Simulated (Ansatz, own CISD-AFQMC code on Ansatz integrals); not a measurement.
C2H4Si, SMILES `C1=C[SiH2]1` (charge 0, multiplicity 1).

Cartesian coordinates (Å):
SMILES: C1=C[SiH2]1
```xyz
7

C     -0.7391    -0.6699    -0.0415
C     -0.7456     0.6599    -0.0729
Si     0.9376     0.0063     0.0722
H     -1.4880    -1.4493    -0.0812
H     -1.5021     1.4292    -0.1491
H      1.6747     0.0401     1.3523
H      1.8624    -0.0164    -1.0798
```
Charge 0, multiplicity 1.

Frozen-core energies in cc-pVDZ from Ansatz (a first-principles code) at a geometry from B3LYP-D3(BJ)/def2-TZVP; the HF reference has <S^2> = 0.00 and the T1 diagnostic is 0.013.

| level | energy (Ha) | difference from CCSDT(Q) (mHa) |
|---|---|---|
| HF | -366.91401 | 409.79 |
| MP2 | -367.27136 | 52.44 |
| CCSD | -367.30680 | 17.00 |
| CCSD(T) | -367.32186 | 1.95 |
| CCSDT | -367.32264 | 1.16 |
| phaseless AFQMC, CISD trial (own CISD-AFQMC code on Ansatz integrals; ±0.39 mHa) | -367.32395 | -0.15 |
| CCSDT(Q) | -367.32380 | 0.00 |
